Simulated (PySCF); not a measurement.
SMILES OB(O)S[Si](F)(F)F (CAM-B3LYP/def2-SVP optimised geometry):

```
10

Si     0.800     1.240    -0.012
F      1.715     1.045    -1.303
F      0.301     2.758    -0.018
F      1.727     1.061     1.273
S     -0.922     0.039     0.000
B     -0.070    -1.602     0.000
O      1.279    -1.602     0.000
O     -0.768    -2.758     0.000
H      1.677    -2.482    -0.003
H     -1.727    -2.673    -0.003
```

Level of theory: CAM-B3LYP/def2-TZVP (PySCF).

What are the frontier orbital energies and the dipole moment?

HOMO-2 -11.72 eV, HOMO-1 -11.28 eV, HOMO -9.76 eV, LUMO 0.75 eV, LUMO+1 1.58 eV; dipole moment 3.63 D.

On the same geometry PBE/def2-TZVP (PySCF) gives HOMO-2 -8.52 eV, HOMO-1 -8.44 eV, HOMO -7.11 eV, LUMO -0.99 eV, LUMO+1 -0.52 eV; dipole moment 3.52 D.

Meta-Löwdin charges at CAM-B3LYP/def2-TZVP: Si1 1.61, F2 -0.48, F3 -0.49, F4 -0.48, S5 -0.25, B6 0.39, O7 -0.51, O8 -0.52, H9 0.37, H10 0.37.
